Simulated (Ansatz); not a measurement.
System: sum formula IrO3H3 (charge 0, singlet). 
Geometry from a B3LYP-D3(BJ)/def2-TZVP (Ansatz, a quantum-chemistry and plane-wave program) optimisation:
```
Ir
O 1 1.8470
H 2 0.9729 1 109.49
O 1 1.8470 2 120.51 3 93.29
H 4 0.9729 1 109.49 2 -93.29
O 1 1.8483 2 119.74 3 -86.58
H 6 0.9736 1 108.52 2 -90.07
```
Charge 0, spin multiplicity 1.

Parts of the frozen-core correlation energy in def2-SVP (Ansatz, hartree). Frozen orbitals: 7; correlated occupied orbitals by spin: 15 and 15; virtual: 67 and 67. No spin-orbit coupling. In def2 rows, elements after Kr have scalar-relativistic effective core potentials.

```
term                            value
-------------------------  ----------
reference (HF)             -329.55042
MP2 opposite-spin                   …
MP2 same-spin                       …
CCSD correlation             -0.85620
(T)                                 …
T1 diagnostic                   0.030
largest doubles amplitude       0.039
```

### Question
Some entries are withheld; supply them.

### Answer

- MP2 opposite-spin, value: -0.61007
- MP2 same-spin, value: -0.25207
- (T), value: -0.03318
